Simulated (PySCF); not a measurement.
Al+ (aluminium, charge +1) across methods

[Ne] 3d2, high-spin 3F determinant (an excited configuration). Calculation: PySCF 2.14, in dyall-av2z (13s9p2d, 50 functions); the non-relativistic Hamiltonian (point nucleus).

```csv
method,E (hartree),mean ε 2p α (eV),mean ε 2p β (eV),mean ε 3d α (eV),Σ⟨r²⟩ (bohr²),⟨S²⟩
LDA,-240.1710,-88.503,-88.480,-6.290,40.90,2.000
PBE,-241.1079,-88.129,-88.107,-6.419,39.79,2.000
UHF,-240.76514,-106.46,-106.45,-7.794,43.62,2.000
B3LYP,-241.2486,-92.211,-92.211,-6.735,40.27,2.000
r2SCAN,-241.2095,-89.995,-89.991,-6.357,41.01,2.000
```

(1) Estimate the same row for PBE0.

The outer electron is Rydberg-like, and this basis confines it to a smaller radius and binds it less than a complete one would.

Answers

(1) E (hartree) = -241.1192; mean ε 2p α (eV) = -93.028; mean ε 2p β (eV) = -93.010; mean ε 3d α (eV) = -6.839; Σ⟨r²⟩ (bohr²) = 40.70; ⟨S²⟩ = 2.000.
